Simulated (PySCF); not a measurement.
PySCF input file for C2H6OZn, SMILES C[CH2][Zn][OH] (connectivity only; charge and spin as stated), charge +1, multiplicity 2, TDA-PBE/def2-SVPD. The structure is a stationary point at ωB97X-D3(BJ)/def2-SVP. The spin state was assumed, not searched. The isomer is the one that the SMILES or the coordinates give; other isomers of the formula were not compared. The values are those of a single conformer.

```python
import numpy as np
from pyscf import gto, scf, dft, tdscf

mol = gto.M(
    atom='''
    Zn    0.32910297    0.17445193    0.31452569
    C    -0.03306867   -1.05057346   -1.39211054
    C    -1.49369021   -0.83771941   -1.51267797
    H     0.33708426   -2.00734778   -0.98728156
    H     0.64187770   -0.54971142   -2.10599219
    H    -1.78894550    0.19230121   -1.76951838
    H    -2.08779368   -1.23485376   -0.67393478
    H    -1.80142030   -1.45317633   -2.39826502
    O     0.34824627    1.21491098    1.72491615
    H     1.20069178    1.42969965    2.12862300
    ''',
    basis='def2-SVPD',
    charge=1,
    spin=1,
    max_memory=1600,
    verbose=4,
)
mf = dft.UKS(mol, xc='pbe').density_fit(auxbasis='def2-universal-jkfit')
mf.grids.level = 3
mf.conv_tol = 1e-9
mf.max_cycle = 100
mf.kernel()
fine, coarse = mf.grids, dft.Grids(mol).set(level=1).build(with_non0tab=True)
for _ in range(3):  # follow internal instabilities
    mf.grids = coarse
    mo, _, stable, _ = mf.stability(return_status=True, nroots=4)
    mf.grids = fine
    if stable:
        break
    mf.kernel(mf.make_rdm1(mo, mf.mo_occ))
mf.grids = dft.Grids(mol).set(level=1).build(with_non0tab=True)  # coarser grid for the response kernel
td = tdscf.TDA(mf)
td.nstates = 10
td.conv_tol = 1e-4
td.positive_eig_threshold = 1e-6
td.kernel(x0=td.get_init_guess(mf, 15))
td.analyze()
```

Program output:

```
PySCF version 2.14.0

[INPUT] verbose = 4
[INPUT] num. atoms = 10
[INPUT] num. electrons = 55
[INPUT] charge = 1
[INPUT] spin (= nelec alpha-beta = 2S) = 1
[INPUT] symmetry False subgroup None
[INPUT] Mole.unit = angstrom
[INPUT] Symbol           X                Y                Z      unit          X                Y                Z       unit  Magmom
[INPUT]  1 Zn     0.329102970000   0.174451930000   0.314525690000 AA    0.621914480081   0.329666369602   0.594367413240 Bohr   0.0
[INPUT]  2 C     -0.033068670000  -1.050573460000  -1.392110540000 AA   -0.062490729604  -1.985296113137  -2.630707655720 Bohr   0.0
[INPUT]  3 C     -1.493690210000  -0.837719410000  -1.512677970000 AA   -2.822665411844  -1.583060254132  -2.858547077963 Bohr   0.0
[INPUT]  4 H      0.337084260000  -2.007347780000  -0.987281560000 AA    0.636996932302  -3.793337540954  -1.865691756233 Bohr   0.0
[INPUT]  5 H      0.641877700000  -0.549711420000  -2.105992190000 AA    1.212973058466  -1.038804031346  -3.979748459573 Bohr   0.0
[INPUT]  6 H     -1.788945500000   0.192301210000  -1.769518380000 AA   -3.380617046773   0.363396620322  -3.343905110584 Bohr   0.0
[INPUT]  7 H     -2.087793680000  -1.234853760000  -0.673934780000 AA   -3.945358259798  -2.333535410289  -1.273552160019 Bohr   0.0
[INPUT]  8 H     -1.801420300000  -1.453176330000  -2.398265020000 AA   -3.404191002232  -2.746105274401  -4.532064061925 Bohr   0.0
[INPUT]  9 O      0.348246270000   1.214910980000   1.724916150000 AA    0.658090074201   2.295849017927   3.259619111339 Bohr   0.0
[INPUT] 10 H      1.200691780000   1.429699650000   2.128623000000 AA    2.268978624217   2.701740778887   4.022514492450 Bohr   0.0

nuclear repulsion = 245.921849879662
number of shells = 61
number of NR pGTOs = 229
number of NR cGTOs = 145
basis = def2-SVPD
ecp = {}


[settings echo left out]
init E= -1933.21084937503
  alpha nocc = 28  HOMO = -0.259276068302782  LUMO = -0.0811583424729454
  beta  nocc = 27  HOMO = -0.306361242912241  LUMO = -0.259276068302784

WARN: HOMO -0.259276068302782 >= LUMO -0.259276068302784

cycle= 1 E= -1932.93076771947  delta_E= 0.28  |g|= 1.03  |ddm|= 3.36
  alpha nocc = 28  HOMO = -0.322732744457594  LUMO = -0.250364077475298
  beta  nocc = 27  HOMO = -0.32872321982753  LUMO = -0.31093758734213
  HOMO = -0.322732744458  LUMO = -0.310937587342  gap/eV = 0.32096
cycle= 2 E= -1928.25316761478  delta_E= 4.68  |g|= 2.79  |ddm|= 5.52
  alpha nocc = 28  HOMO = -0.40991812450519  LUMO = -0.258181030852723
  beta  nocc = 27  HOMO = -0.45221575981858  LUMO = -0.391604445047711
  HOMO = -0.409918124505  LUMO = -0.391604445048  gap/eV = 0.49834
cycle= 3 E= -1932.91567720545  delta_E= -4.66  |g|= 0.902  |ddm|= 4.41
  alpha nocc = 28  HOMO = -0.452973636709151  LUMO = -0.250055503987993
  beta  nocc = 27  HOMO = -0.453296818310829  LUMO = -0.428664469771217
  HOMO = -0.452973636709  LUMO = -0.428664469771  gap/eV = 0.66149
cycle= 4 E= -1933.29958738592  delta_E= -0.384  |g|= 0.106  |ddm|=  1.5
  alpha nocc = 28  HOMO = -0.419217067223306  LUMO = -0.252048711401234
  beta  nocc = 27  HOMO = -0.430237646415661  LUMO = -0.417250422305667
  HOMO = -0.419217067223  LUMO = -0.417250422306  gap/eV = 0.05352
cycle= 5 E= -1933.05313441793  delta_E= 0.246  |g|= 0.553  |ddm|= 1.44
  alpha nocc = 28  HOMO = -0.446476407329875  LUMO = -0.251217673767316
  beta  nocc = 27  HOMO = -0.430036242530624  LUMO = -0.428079840368091
  HOMO = -0.430036242531  LUMO = -0.428079840368  gap/eV = 0.05324
cycle= 6 E= -1933.30361973992  delta_E= -0.25  |g|= 0.0719  |ddm|= 1.34
  alpha nocc = 28  HOMO = -0.448559848171484  LUMO = -0.252295294110361
  beta  nocc = 27  HOMO = -0.438684040820823  LUMO = -0.430663256147027
  HOMO = -0.438684040821  LUMO = -0.430663256147  gap/eV = 0.21826
cycle= 7 E= -1933.30654253656  delta_E= -0.00292  |g|= 0.0215  |ddm|= 0.166
  alpha nocc = 28  HOMO = -0.443525202711639  LUMO = -0.249518131350293
  beta  nocc = 27  HOMO = -0.437711126457106  LUMO = -0.426274495487115
  HOMO = -0.437711126457  LUMO = -0.426274495487  gap/eV = 0.31121
cycle= 8 E= -1933.30669883766  delta_E= -0.000156  |g|= 0.0126  |ddm|= 0.0429
  alpha nocc = 28  HOMO = -0.444454151824878  LUMO = -0.250784805110999
  beta  nocc = 27  HOMO = -0.43944042128913  LUMO = -0.427029918360406
  HOMO = -0.439440421289  LUMO = -0.42702991836  gap/eV = 0.33771
cycle= 9 E= -1933.30677821835  delta_E= -7.94e-05  |g|= 0.00525  |ddm|= 0.0223
  alpha nocc = 28  HOMO = -0.443907928271265  LUMO = -0.25057133131018
  beta  nocc = 27  HOMO = -0.439107671514702  LUMO = -0.427028840071734
  HOMO = -0.439107671515  LUMO = -0.427028840072  gap/eV = 0.32868
cycle= 10 E= -1933.30679547501  delta_E= -1.73e-05  |g|= 0.00251  |ddm|= 0.0106
  alpha nocc = 28  HOMO = -0.443421056855756  LUMO = -0.250464956737978
  beta  nocc = 27  HOMO = -0.438997977349882  LUMO = -0.426803737597168
  HOMO = -0.43899797735  LUMO = -0.426803737597  gap/eV = 0.33182
cycle= 11 E= -1933.30679849283  delta_E= -3.02e-06  |g|= 0.00103  |ddm|= 0.00632
  alpha nocc = 28  HOMO = -0.443486395773046  LUMO = -0.250535695063083
  beta  nocc = 27  HOMO = -0.439179146022354  LUMO = -0.426851356312526
  HOMO = -0.439179146022  LUMO = -0.426851356313  gap/eV = 0.33546
cycle= 12 E= -1933.30679893528  delta_E= -4.42e-07  |g|= 0.000431  |ddm|= 0.00165
  alpha nocc = 28  HOMO = -0.443488419735614  LUMO = -0.250523532812334
  beta  nocc = 27  HOMO = -0.439184301910253  LUMO = -0.426839189463335
  HOMO = -0.43918430191  LUMO = -0.426839189463  gap/eV = 0.33593
cycle= 13 E= -1933.30679901131  delta_E= -7.6e-08  |g|= 0.00024  |ddm|= 0.000636
  alpha nocc = 28  HOMO = -0.443521789533894  LUMO = -0.250521138311041
  beta  nocc = 27  HOMO = -0.439212969529297  LUMO = -0.426836990020989
  HOMO = -0.439212969529  LUMO = -0.426836990021  gap/eV = 0.33677
cycle= 14 E= -1933.3067990457  delta_E= -3.44e-08  |g|= 4.56e-05  |ddm|= 0.000572
  alpha nocc = 28  HOMO = -0.443530710496939  LUMO = -0.250522283260936
  beta  nocc = 27  HOMO = -0.43921943954476  LUMO = -0.426835651289554
  HOMO = -0.439219439545  LUMO = -0.42683565129  gap/eV = 0.33698
cycle= 15 E= -1933.30679904536  delta_E= 3.37e-10  |g|= 5.2e-05  |ddm|= 0.000249
  alpha nocc = 28  HOMO = -0.443525051653589  LUMO = -0.250522618485089
  beta  nocc = 27  HOMO = -0.439214036076568  LUMO = -0.426836101545926
  HOMO = -0.439214036077  LUMO = -0.426836101546  gap/eV = 0.33682
cycle= 16 E= -1933.30679904726  delta_E= -1.9e-09  |g|= 6.22e-06  |ddm|= 0.000117
  alpha nocc = 28  HOMO = -0.443524629326924  LUMO = -0.250522736304276
  beta  nocc = 27  HOMO = -0.439213040002089  LUMO = -0.426836727694517
  HOMO = -0.439213040002  LUMO = -0.426836727695  gap/eV = 0.33678
cycle= 17 E= -1933.30679904728  delta_E= -2.68e-11  |g|= 4.23e-06  |ddm|= 6.63e-05
  alpha nocc = 28  HOMO = -0.443527124953926  LUMO = -0.250522523429566
  beta  nocc = 27  HOMO = -0.439215395204245  LUMO = -0.426836105996865
  HOMO = -0.439215395204  LUMO = -0.426836105997  gap/eV = 0.33686
Extra cycle  E= -1933.30679904709  delta_E= 1.91e-10  |g|= 2.02e-05  |ddm|= 5.27e-05
converged SCF energy = -1933.30679904709  <S^2> = 0.75372071  2S+1 = 2.0037173
tot grids = 37816
uhf_internal: lowest eigs of H = [0.15103714 0.21802188 0.29215192 0.30339864]
<class 'pyscf.df.df_jk.DFUKS'> wavefunction is stable in the internal stability analysis
tot grids = 37816
Overwritten attributes  positive_eig_threshold  of <class 'pyscf.tdscf.uks.TDA'>


******** <class 'pyscf.tdscf.uks.TDA'> for <class 'pyscf.df.df_jk.DFUKS'> ********
nstates = 10
deg_eia_thresh = 1.000e-03
wfnsym = None
conv_tol = 0.0001
eigh lindep = 1e-12
eigh level_shift = 0
eigh max_cycle = 100


Excitation energies (eV)
[0.31077303 2.00058611 3.01541323 4.08211873 4.21088636 4.70279604
 4.96980834 5.1972127  5.46845258 5.66850839]

** Excitation energies and oscillator strengths **
Excited State   1:      0.31077 eV   3989.54 nm  f=0.0001
      27b ->   28b      0.99908
Excited State   2:      2.00059 eV    619.74 nm  f=0.0943
      27a ->   29a     -0.18206
      28a ->   31a     -0.10188
      26b ->   28b      0.95627
Excited State   3:      3.01541 eV    411.17 nm  f=0.0001
      25b ->   28b      0.99888
Excited State   4:      4.08212 eV    303.73 nm  f=0.0016
      22b ->   28b      0.12632
      23b ->   28b     -0.46939
      24b ->   28b     -0.87015
Excited State   5:      4.21089 eV    294.44 nm  f=0.0060
      22b ->   28b      0.39497
      23b ->   28b      0.82912
      24b ->   28b     -0.38801
Excited State   6:      4.70280 eV    263.64 nm  f=0.0018
      28a ->   29a     -0.90580
      27b ->   29b      0.41683
Excited State   7:      4.96981 eV    249.47 nm  f=0.1214
      27a ->   30a     -0.11288
      22b ->   28b     -0.88997
      23b ->   28b      0.28510
      24b ->   28b     -0.27611
Excited State   8:      5.19721 eV    238.56 nm  f=0.0151
      28a ->   29a      0.41624
      27b ->   29b      0.90577
Excited State   9:      5.46845 eV    226.73 nm  f=0.0011
      21b ->   28b      0.99677
Excited State  10:      5.66851 eV    218.72 nm  f=0.0100
      26a ->   29a     -0.62203
      27a ->   29a      0.25810
      28a ->   31a     -0.20957
      26b ->   29b      0.67961
      27b ->   31b      0.11458

** Transition electric dipole moments (AU) **
state          X           Y           Z        Dip. S.      Osc.
  1         0.0155      0.1029     -0.0404      0.0125      0.0001
  2        -0.2752     -0.7821     -1.1118      1.9235      0.0943
  3        -0.0053     -0.0291      0.0250      0.0015      0.0001
  4        -0.1013     -0.0345     -0.0661      0.0158      0.0016
  5        -0.2128     -0.0421     -0.1046      0.0580      0.0060
  6        -0.0060     -0.0955      0.0795      0.0155      0.0018
  7        -0.7914     -0.2593     -0.5508      0.9969      0.1214
  8         0.0193      0.2753     -0.2067      0.1189      0.0151
  9        -0.0134     -0.0641      0.0603      0.0079      0.0011
 10        -0.0288     -0.1511     -0.2202      0.0722      0.0100

** Transition velocity dipole moments (imaginary part, AU) **
state          X           Y           Z        Dip. S.      Osc.
  1        -0.0017     -0.0184      0.0092      0.0004      0.0248
  2        -0.0259      0.0597      0.0754      0.0099      0.0900
  3         0.0020      0.0099     -0.0076      0.0002      0.0010
  4         0.0019      0.0079      0.0103      0.0002      0.0008
  5         0.0099     -0.0150     -0.0176      0.0006      0.0027
  6        -0.0003     -0.0071      0.0060      0.0001      0.0003
  7        -0.0241     -0.0260     -0.0396      0.0028      0.0103
  8         0.0030      0.0324     -0.0239      0.0016      0.0057
  9         0.0025      0.0116     -0.0076      0.0002      0.0007
 10        -0.0148     -0.0229     -0.0366      0.0021      0.0067

** Transition magnetic dipole moments (imaginary part, AU) **
state          X           Y           Z
  1        -0.2027     -0.1162     -0.1778
  2        -0.0069      0.0297     -0.0261
  3         0.6265     -0.1281      0.0001
  4         0.0788      0.3348     -0.2530
  5        -0.1191     -0.6154      0.4767
  6        -0.0725      0.0299      0.0321
  7        -0.0082     -0.0233      0.0192
  8         0.2306     -0.0830     -0.0973
  9        -0.4385      0.1219      0.0182
 10        -0.0327     -0.1878      0.1408
```

The calculation finished and met its thresholds.

Cost: about 4 core-minutes (a rough figure).
